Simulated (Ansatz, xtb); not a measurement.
**Isomers of C5H7OP in order of energy**

6 gas-phase structures of C5H7OP, from a drawn sample of its isomers (lower ones may exist). Each was relaxed with GFN2-xTB; where two conformers were screened, the lower at r2SCAN-D4/def2-SVP is listed:

A. `CPc1ccoc1`, a singlet
B. `CPc1ccco1`, a singlet
C. `CC1=CC=C[P@@H]1=O`, a singlet
D. `CC1=COC(C)=P1`, a singlet
E. `CCC1=COC=P1`, a singlet
F. `CC1=CP=C(C)O1`, a singlet

**Question.** Which do you expect lowest at r2SCAN-D4/def2-SVP, and how would the others follow?

**Answer.** Calculated order at r2SCAN-D4/def2-SVP: F (0.0), D (3.0), E (7.9), B (12.2), A (12.7), C (14.9) kcal/mol. Less than 1 kcal/mol parts B and A, so the order within that pair means little.

Energies above the lowest of each column, in kcal/mol; the last columns are at PBE-D3(BJ)/def2-SVP geometries (a dash: not run or not comparable):

| structure | GFN2-xTB | HF/STO-3G | r2SCAN-D4/def2-SVP | PBE-D3(BJ)/def2-SVP | CCSD(T)/def2-SVP + ΔMP2/def2-TZVPP |
| --- | --- | --- | --- | --- | --- |
| F | 7.5 | 0.0 | 0.0 | 0.0 | 0.0 |
| D | 9.4 | 3.1 | 3.0 | 2.9 | 3.4 |
| E | 12.5 | 7.5 | 7.9 | 8.4 | 7.8 |
| B | 14.1 | 5.8 | 12.2 | 11.2 | 10.3 |
| A | 15.3 | 7.0 | 12.7 | 12.8 | – |
| C | 0.0 | 108.6 | 14.9 | 16.0 | – |

CCSD(T)/def2-SVP + ΔMP2/def2-TZVPP puts F lowest of those it was run on; GFN2-xTB picks C. Flexible structures stand in one conformer each, not always the lowest. Frequencies (GFN2-xTB) were run for B, D, E, F alone. ΔMP2 is the change of the MP2 energy from the smaller to the larger basis.

Over these structures GFN2-xTB departs from r2SCAN-D4/def2-SVP by 5.4 kcal/mol on average once a common shift is removed. A GFN2-xTB relaxation took about 0.079 s and the r2SCAN-D4/def2-SVP energy about 1.9 s on a shared host (Ansatz 0.2.0, xtb 6.7.1).
